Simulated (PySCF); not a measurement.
# Spin-rotation constants: SMILES C#CC1=CC[C@@H]1O, C6H6O

Geometry:
```csv
atom,x (Å),y (Å),z (Å)
C1,2.942,0.076,0.768
C2,1.825,0.213,0.344
C3,0.522,0.327,-0.145
C4,-0.298,1.333,-0.481
C5,-1.452,0.443,-0.844
C6,-0.493,-0.744,-0.515
O7,-0.858,-1.590,0.536
H8,3.918,-0.025,1.140
H9,-0.191,2.401,-0.504
H10,-2.301,0.509,-0.164
H11,-1.802,0.501,-1.875
H12,-0.203,-1.320,-1.406
H13,-1.613,-2.123,0.265
```

Level of theory: PySCF 2.14.0, GIAO BHandHLYP/pcSseg-1 magnetisability, rotational g tensor and spin-rotation constants, non-relativistic, gas phase. Geometry: GFN2-xTB.

Question: Give the nuclear spin-rotation constants along the inertial axes (H = +C I·J) beside the isotropic shieldings.

Answer: Rotational constants 4.9801, 2.1284, 1.5722 GHz. A star marks the isotopologue with that one atom substituted, in its own axes.
```csv
atom,isotope,Caa (kHz),Cbb (kHz),Ccc (kHz),mean (kHz),σ (ppm)
H8,1H,0.145,-0.228,-0.181,-0.088,28.9
H9,1H,-0.438,0.152,-0.149,-0.145,25.3
H10,1H,-0.263,-0.232,-0.034,-0.176,29.6
H11,1H,-0.281,-0.181,-0.057,-0.173,29.3
H12,1H,-0.466,-0.207,0.087,-0.195,27.1
H13,1H,-0.089,-0.207,-0.203,-0.166,30.8
C1,13C*,0.686,0.622,0.509,0.605,94.3
C2,13C*,-0.031,0.726,0.573,0.422,108.3
C3,13C*,2.364,0.725,0.283,1.124,44.6
C4,13C*,2.398,0.811,0.278,1.163,32.7
C5,13C*,1.058,0.332,0.253,0.547,145.5
C6,13C*,1.141,0.491,0.349,0.660,111.6
O7,17O*,-0.387,-0.236,-0.170,-0.264,275.5
```
For the geometry as given, no vibrational averaging.

Question: How do the rotational constants and the g tensor change when H8, H9, H10, H11, H12, H13 are replaced by deuterium?

Answer: Constants 4.2735, 1.8573, 1.3854 GHz; g -0.0313, -0.0073, -0.0031, against -0.0365, -0.0080, -0.0036 before.
